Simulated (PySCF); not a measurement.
# Frontier levels across methods

Species: C3H10GeSi.
Atom-mapped SMILES: `[SiH3:1][GeH2:2][CH:3]1[CH2:4][CH2:5]1` (hydrogens: H6, H7, H8 on Si1; H9, H10 on Ge2; H11 on C3; H12, H13 on C4; H14, H15 on C5)

Cartesian coordinates in Å at the PBE0-D3(BJ)/def2-SVP level; atoms count from 1:
```
atom  x, y, z in Å
Si1    2.7299   -0.3574   -0.1182
Ge2    0.6622    0.1247   -1.2025
C3    -0.6728    0.6495    0.1095
C4    -1.3667   -0.3995    0.9389
C5    -2.1328    0.3488   -0.1051
H6     3.7581   -0.8418   -1.0904
H7     2.5233   -1.4131    0.9216
H8     3.2557    0.8714    0.5547
H9     0.8544    1.2371   -2.2562
H10    0.1395   -1.1389   -1.9228
H11   -0.4508    1.5909    0.6237
H12   -1.1339   -1.4526    0.7505
H13   -1.5628   -0.1735    1.9906
H14   -2.4281   -0.1868   -1.0126
H15   -2.8594    1.0978    0.2226
```

Basis pcSseg-1 throughout (PySCF), one geometry. Isolated species at its PBE0-D3(BJ)/def2-SVP geometry (one conformer only). The calculation is non-relativistic, for germanium too.

Q: How do the orbital energies, the gap and the dipole change with the method?

A: 
```json
{"method": "BLYP", "kind": "GGA", "HOMO (eV)": "-6.47", "LUMO (eV)": "-0.20", "gap (eV)": "6.27", "μ (D)": "0.87", "SCF cycles": "13"}
{"method": "B97-D", "kind": "GGA", "HOMO (eV)": "-6.58", "LUMO (eV)": "-0.23", "gap (eV)": "6.35", "μ (D)": "0.88", "SCF cycles": "12"}
{"method": "OPBE", "kind": "GGA", "HOMO (eV)": "-6.62", "LUMO (eV)": "-0.17", "gap (eV)": "6.45", "μ (D)": "0.88", "SCF cycles": "12"}
{"method": "PBE", "kind": "GGA", "HOMO (eV)": "-6.63", "LUMO (eV)": "-0.35", "gap (eV)": "6.28", "μ (D)": "0.88", "SCF cycles": "13"}
{"method": "KT2", "kind": "GGA", "HOMO (eV)": "-6.68", "LUMO (eV)": "-0.48", "gap (eV)": "6.20", "μ (D)": "0.85", "SCF cycles": "12"}
{"method": "KT3", "kind": "GGA", "HOMO (eV)": "-6.69", "LUMO (eV)": "-0.34", "gap (eV)": "6.35", "μ (D)": "0.83", "SCF cycles": "12"}
{"method": "BP86", "kind": "GGA", "HOMO (eV)": "-6.73", "LUMO (eV)": "-0.43", "gap (eV)": "6.30", "μ (D)": "0.89", "SCF cycles": "13"}
{"method": "LDA", "kind": "LDA", "HOMO (eV)": "-6.74", "LUMO (eV)": "-0.55", "gap (eV)": "6.19", "μ (D)": "0.86", "SCF cycles": "13"}
{"method": "B97-2", "kind": "global hybrid", "HOMO (eV)": "-7.51", "LUMO (eV)": "0.45", "gap (eV)": "7.96", "μ (D)": "0.84", "SCF cycles": "11"}
{"method": "B3LYP", "kind": "global hybrid", "HOMO (eV)": "-7.53", "LUMO (eV)": "0.28", "gap (eV)": "7.81", "μ (D)": "0.83", "SCF cycles": "11"}
{"method": "PBE0", "kind": "global hybrid", "HOMO (eV)": "-7.75", "LUMO (eV)": "0.45", "gap (eV)": "8.20", "μ (D)": "0.84", "SCF cycles": "11"}
{"method": "mPW1PW91", "kind": "global hybrid", "HOMO (eV)": "-7.78", "LUMO (eV)": "0.46", "gap (eV)": "8.24", "μ (D)": "0.83", "SCF cycles": "11"}
{"method": "BHandHLYP", "kind": "global hybrid", "HOMO (eV)": "-8.74", "LUMO (eV)": "1.34", "gap (eV)": "10.09", "μ (D)": "0.78", "SCF cycles": "10"}
{"method": "CAM-B3LYP", "kind": "range-separated hybrid", "HOMO (eV)": "-9.00", "LUMO (eV)": "1.50", "gap (eV)": "10.50", "μ (D)": "0.76", "SCF cycles": "10"}
{"method": "wB97X-D", "kind": "range-separated hybrid", "HOMO (eV)": "-9.53", "LUMO (eV)": "2.16", "gap (eV)": "11.69", "μ (D)": "0.79", "SCF cycles": "11"}
{"method": "HF", "kind": "Hartree–Fock", "HOMO (eV)": "-10.31", "LUMO (eV)": "3.58", "gap (eV)": "13.88", "μ (D)": "0.79", "SCF cycles": "10"}
{"method": "LC-wPBE", "kind": "range-separated hybrid", "HOMO (eV)": "-10.32", "LUMO (eV)": "2.59", "gap (eV)": "12.92", "μ (D)": "0.74", "SCF cycles": "11"}
```

The HOMO spans 3.86 eV, from BLYP down to LC-wPBE, and the gap runs from 6.19 eV (LDA) to 13.88 eV (HF). Over the methods BLYP (0 %), B97-D (0 %), OPBE (0 %), PBE (0 %), KT2 (0 %), KT3 (0 %), BP86 (0 %), LDA (0 %), B97-2 (21 %), B3LYP (20 %), PBE0 (25 %), mPW1PW91 (25 %), BHandHLYP (50 %), HF (100 %), a straight line through the gap against the share of exact exchange rises by 0.76 eV for each 10 % (correlation coefficient 1.000). The dipole ranges from 0.74 D (LC-wPBE) to 0.89 D (BP86). This basis has no diffuse functions.

The vertical ΔSCF ionisation energy at CAM-B3LYP/def2-SVPD is 9.64 eV; −ε(HOMO) comes closest to it with wB97X-D (9.53 eV).
